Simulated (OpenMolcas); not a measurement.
Au4+ (d7) among equal point charges was computed by CASSCF with the d shell active (OpenMolcas, ANO-RCC-VDZP on the metal). Its lowest spin-free states, and all those of the highest spin:

```json
{"2S+1": "4", "Degeneracy": "1", "E (cm-1)": "0.0"}
{"2S+1": "4", "Degeneracy": "2", "E (cm-1)": "165.9"}
{"2S+1": "4", "Degeneracy": "1", "E (cm-1)": "3859"}
{"2S+1": "4", "Degeneracy": "1", "E (cm-1)": "8211"}
{"2S+1": "4", "Degeneracy": "2", "E (cm-1)": "8783"}
{"2S+1": "2", "Degeneracy": "1", "E (cm-1)": "13427"}
{"2S+1": "2", "Degeneracy": "2", "E (cm-1)": "13845"}
{"2S+1": "2", "Degeneracy": "1", "E (cm-1)": "15470"}
{"2S+1": "2", "Degeneracy": "1", "E (cm-1)": "15472"}
{"2S+1": "2", "Degeneracy": "2", "E (cm-1)": "16440"}
{"2S+1": "2", "Degeneracy": "1", "E (cm-1)": "18577"}
{"2S+1": "4", "Degeneracy": "2", "E (cm-1)": "18702"}
{"2S+1": "4", "Degeneracy": "1", "E (cm-1)": "32888"}
```

Question: Is the site octahedral, tetrahedral or cube-like, axial, or of lower symmetry?

Answer: The states with 2S+1 = 4 have orbital degeneracies 1, 2, 1, 1, 2, 2, 1. There are pairs but no triples, so the site is axial: not cubic, but with a proper or improper axis of order three or more. The run had Au4+ among 4 point charges of -2 e arranged as a square (D4h), 2.25 Å from the ion.

Spin-orbit coupling mixes the spin-free states strongly: the lowest level takes only 46 % from its leading state, 4A2. Without dynamic correlation the repulsion within the d shell is too large (B by tens of per cent), so at a given field states of lower spin stand too high. This shell can be high or low spin here, a state of another spin lies low, and with metal d orbitals alone active their balance is uncertain, so the ground spin may be wrong. Point charges give a weaker field than real ligands, and real ions of this kind are as a rule low spin; the high spin found here belongs to the model. This is an electrostatic model: the charges have no orbitals. No measured value stands beside these numbers.
